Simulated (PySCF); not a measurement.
Zn(OH)(OSiH3) (H4O2SiZn), SMILES [OH][Zn][O][SiH3].

Geometry: PBE0-D3(BJ)/def2-SVP. The structure was generated by enumeration; whether it is a known compound was not checked. The values are those of a single conformer.

Two levels are set side by side: PBE/def2-TZVP (PySCF) and PBE0/def2-TZVP (PySCF). Same geometry, gas phase. Differences are taken from unrounded values.

```tsv
quantity	PBE
orbital gap (eV)	4.60
highest occupied level (eV)	-6.85
lowest empty level (eV)	-2.25
dipole moment (D)	1.64
mean polarisability (bohr³)	57.2
```

Task: These are the PBE values. What does PBE0 give? (The exact figures need the calculation; the answer reports its results.)

Result: 
```
quantity                      PBE0  PBE minus PBE0
---------------------------  -----  --------------
orbital gap (eV)              7.01           -2.41
highest occupied level (eV)  -8.34            1.49
lowest empty level (eV)      -1.33           -0.92
dipole moment (D)             1.65           -0.01
mean polarisability (bohr³)   53.1             4.1
```

PBE's occupied levels lie high since its potential decays too fast outside the molecule; exact exchange lowers them and widens the gap. Loosely held outer electrons make PBE densities more polarisable. Differences between two approximate levels are no errors against the true value.

Rough cost on one machine, each run with all the roots and properties that it gave: PBE0 against PBE within a factor of 2.
